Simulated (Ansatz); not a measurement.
`[CH3][Al]([OH])[SH]` + H–F → `[CH3][Al]([F])[SH]` + H₂O at 700 K and 1 bar (ligand exchange at the Al–O bond).

Isolated molecules relaxed with PBE0-D4/def2-TZVP in Ansatz; ΔE leaves out vibrations. CCSD(T)/CBS adds triple-zeta CCSD(T) − MP2 to the extrapolated MP2 energy (def2 sets, frozen cores). This one scheme is used for every species. One conformer a species, not always the lowest.

| species | CCSD(T)/CBS energy (Eh) | H − E (kJ/mol) | S (J/(mol·K)) |
| --- | --- | --- | --- |
| `[CH3][Al]([OH])[SH]` | -756.14636 | 229.4 | 463.7 |
| H–F | -100.39570 | 45.2 | 198.5 |
| `[CH3][Al]([F])[SH]` | -780.18144 | 193.1 | 445.9 |
| H₂O | -76.37941 | 80.5 | 218.4 |

H − E and S are ideal-gas, rigid-rotor, harmonic terms from PBE0-D4/def2-TZVP, for one conformer and one mirror image of each species. 1 Eh = 2625.50 kJ/mol, R = 8.31446 J/(mol·K).

By hand: ΔE, ΔH, ΔS and ΔG.

ΔE = (-780.18144) + (-76.37941) − (-756.14636) − (-100.39570) = -0.01879 Eh = -49.3 kJ/mol. Δ(H − E) = 193.1 + 80.5 − 229.4 − 45.2 = -1.0, so ΔH = -50.3 kJ/mol. ΔS = 445.9 + 218.4 − 463.7 − 198.5 = 2.1 J/(mol·K). ΔG = -50.3 − 700 × (2.1)/1000 = -51.8 kJ/mol.

By hand: the equilibrium constant, and the temperature at which ΔG would vanish if ΔH and ΔS stayed fixed.

log₁₀ K = −ΔG/(RT ln 10) = 3.9. ΔH and −TΔS have one sign here, so there is no such temperature.

The number of gas molecules stays the same, so ΔS is small and ΔH decides. A doubt of 5 kJ/mol in ΔE shifts log₁₀ K by 0.4 here. Other conformers and mirror images would add mixing entropy, several J/(mol·K) or more a flexible species. Modes under 60 cm⁻¹, often nearly free rotors, make the harmonic entropy too high. These are equilibria of isolated gas molecules and say nothing of rates. Largest T1 diagnostic: 0.011 (customary marks: 0.02 for closed shells, 0.045 for open ones).

ΔS is within the doubt of such terms, so its sign, and with it that verdict, could turn.
